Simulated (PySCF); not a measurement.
Compound: C5H9N3SSi.
Atom-mapped SMILES: `[CH2:1]=[CH:2][c:3]1[cH:4][c:5]([S:6][SiH2:7][NH2:8])[n:9][nH:10]1`

Geometry (GFN2-xTB, Å), atoms numbered from 1 in this order:
```xyz
19
C5H9N3SSi angstrom
C     -4.0759    0.3723   -0.3746
C     -3.1528   -0.5814   -0.3031
C     -1.7335   -0.3711   -0.1686
C     -0.7065   -1.3012   -0.1359
C      0.4654   -0.5417    0.0044
S      2.1042   -1.0816    0.1077
Si     2.9329    0.9121    0.3007
N      4.5895    0.5502    0.5694
N      0.1872    0.7539    0.0565
N     -1.1421    0.8439   -0.0499
H     -5.1193    0.1326   -0.4771
H     -3.8342    1.4216   -0.3386
H     -3.4432   -1.6219   -0.3505
H     -0.7776   -2.3660   -0.2024
H      2.4083    1.5303    1.5057
H      2.6050    1.6190   -0.9338
H      5.0073   -0.2729    0.1670
H      5.2605    1.2945    0.6447
H     -1.5850    1.7470   -0.0292
```

NICS = −σ at a ghost point: NICS(0) at the centroid of the ring atoms, NICS(1) 1 Å to either side along the normal of their mean plane, zz for the tensor component along that normal. Level: GIAO PBE0/pcSseg-1 (PySCF, non-relativistic, gas phase) on the GFN2-xTB geometry, one conformer.

Ring bond lengths (Å), with Mayer bond orders in brackets: C3–C4 1.386 (1.35), C4–C5 1.404 (1.29), C5–N9 1.326 (1.41), N9–N10 1.337 (1.22), N10–C3 1.357 (1.10).

Question: What do the NICS probes read (ppm)?

Answer: 
```
           ring                                                 type  NICS(0)  NICS(1), two faces  NICS(1)zz, two faces  rms pucker (Å)  centre to ring atoms, mean (Å)
C3–C4–C5–N9–N10  5-membered ring with 2 N; formal bonds all aromatic    -11.7       -10.5 / -10.5         -25.3 / -25.2            0.00                            1.16
```

Question: What do they say, and how far can they be read as aromaticity?

Answer: 
- C3–C4–C5–N9–N10: mean NICS(1)zz -25.2 ppm, shielded. For a flat ring without four-coordinate atoms the NICS criterion counts such a value as aromatic.

Question: And the bond-length index? HOMA = 1 − mean of α(R − Ropt)² over the ring bonds, with Krygowski's 1993 parameters (CC: Ropt 1.388 Å, α 257.7 Å⁻²; CN: Ropt 1.334 Å, α 93.52 Å⁻²; NN: Ropt 1.309 Å, α 130.33 Å⁻²).

Answer: 
- C3–C4–C5–N9–N10: HOMA 0.96; the largest term is that of N9–N10, α(R − Ropt)² = 0.10. The geometric and the magnetic index point the same way.

Question: What is the mean of the two in-plane components of NICS at the first NICS(1) probe listed for ring C3–C4–C5–N9–N10, 1 Å off the ring?

Answer: The isotropic value is a third of the trace: (3 × -10.5 − (-25.3))/2 = -3.1 ppm.

Question: List the ring angles and the Hirshfeld charges of the ring atoms.

Answer: 
- C3–C4–C5–N9–N10: C3 106.0° (+0.032 e), C4 105.0° (-0.102 e), C5 110.9° (+0.004 e), N9 105.7° (-0.122 e), N10 112.3° (-0.016 e); sum 540.0° against 540° for a flat convex ring.

Question: How shielded are the nuclei of the rings and their hydrogens (means over atoms taken as equivalent)?

Answer: 
```tsv
atoms	environment	σ isotropic (ppm)
C3	substituted aromatic carbon	41.1
C4	aromatic CH carbon	74.3
C5	substituted aromatic carbon	33.3
N9	pyridine-type nitrogen	-53.5
N10	pyrrole-type nitrogen	60.8
H14	aromatic hydrogen	25.56
H19	N–H hydrogen	22.39
```
